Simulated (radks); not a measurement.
Nb2+, configuration [Kr] 4d3 (the NIST ground configuration).

Calculated with a radial shooting solver on a logarithmic mesh with Libxc functionals: scalar-relativistic Kohn-Sham, HCTH/407, spin-polarised, spherical densities, point nucleus; open shells are filled with parallel spins first (spin-orbit coupling, left out, can overturn this in heavy ions).

Energy parts (Ry):
part                        energy
total                  -7642.77546
kinetic                 7868.38283
electron-nucleus      -18362.52161
Hartree                 3093.23875
exchange-correlation    -241.87543

Orbitals (lengths in bohr, moments of r in powers of bohr):
orbital,occ.,eigenvalue (Ry),<r^2>,<r>
1s down,1,-1383.198,0.001759,0.03611
1s up,1,-1383.197,0.001759,0.03611
2s up,1,-194.9327,0.02945,0.1581
2s down,1,-194.9073,0.02945,0.1581
2p up,3,-174.3348,0.02317,0.1377
2p down,3,-174.3161,0.02317,0.1377
3s up,1,-33.68561,0.2247,0.4428
3s down,1,-33.67464,0.2247,0.4428
3p up,3,-26.93560,0.2306,0.4450
3p down,3,-26.92298,0.2306,0.4450
3d up,5,-15.88899,0.2245,0.4315
3d down,5,-15.86734,0.2243,0.4314
4s up,1,-5.66614,1.516,1.157
4s down,1,-5.50961,1.498,1.149
4p up,3,-3.90946,1.904,1.290
4p down,3,-3.73498,1.908,1.288
4d up,3,-1.48604,3.835,1.800
4d down,0,-1.35002,4.114,1.876

The highest occupied level is 4d up at -20.219 eV. The density falls to 0.001 e/bohr^3 at r = 3.55 bohr. Spin moment in Bohr magnetons: 3. Summed over all electrons, <r^2> = 30.23 bohr^2, which gives a Langevin (diamagnetic) susceptibility term of -23.9 x 10^-6 cm^3/mol. For comparison, the ionisation energy in NIST's Atomic Spectra Database is 25.040 eV (semi-empirical). In exact Kohn-Sham theory the highest level is minus the ionisation energy, but local and semilocal functionals leave it too shallow, through self-interaction and a potential that decays too fast; potentials with the right tail come closer.
